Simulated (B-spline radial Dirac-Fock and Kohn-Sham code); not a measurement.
## Two-hole binding energies of Tl⁵⁷⁺

System: thallium as Tl⁵⁷⁺, configuration 1s2 2s2 2p6 3s2 3p6 3d6.

The computed values come from a radial atomic solver: ΔSCF Dirac-Fock with Breit, self-energy and vacuum polarisation, finite nucleus, configuration average. U is the two-hole binding energy less the two single-hole energies, the effective repulsion of the holes after relaxation. Each two-hole energy is an average over J within one jj subconfiguration.

```
          holes  E(a) (eV)  E(b) (eV)  E(ab) (eV)  U (eV)
           1s⁻²    89360.3    89360.3    180426.9  1706.3
   1s⁻¹ 2p1/2⁻¹    89360.3    18451.8    108386.6   574.5
   1s⁻¹ 3p3/2⁻¹    89360.3     6306.5     95866.3   199.6
   2s⁻¹ 2p3/2⁻¹    19079.1    16388.7     35775.9   308.1
        2p3/2⁻²    16388.7    16388.7     33124.8   347.4
   2s⁻¹ 3p1/2⁻¹    19079.1     6813.5     26076.7   184.1
   2p1/2⁻¹ 3s⁻¹    18451.8     7080.4           ?       ?
   2s⁻¹ 3p3/2⁻¹    19079.1     6306.5     25557.6   172.0
2p1/2⁻¹ 3p3/2⁻¹    18451.8     6306.5     24937.2   178.9
   2p3/2⁻¹ 3s⁻¹    16388.7     7080.4     23643.5   174.4
2p3/2⁻¹ 3p1/2⁻¹    16388.7     6813.5     23388.8   186.6
        3p1/2⁻²     6813.5     6813.5     13775.5   148.5
3p1/2⁻¹ 3p3/2⁻¹     6813.5     6306.5     13254.8   134.8
        3p3/2⁻²     6306.5     6306.5     12745.2   132.3
```

Problem. Give the missing two-hole energy and U.

Solution. E(ab) = 25710.5 eV and U = 178.2 eV.
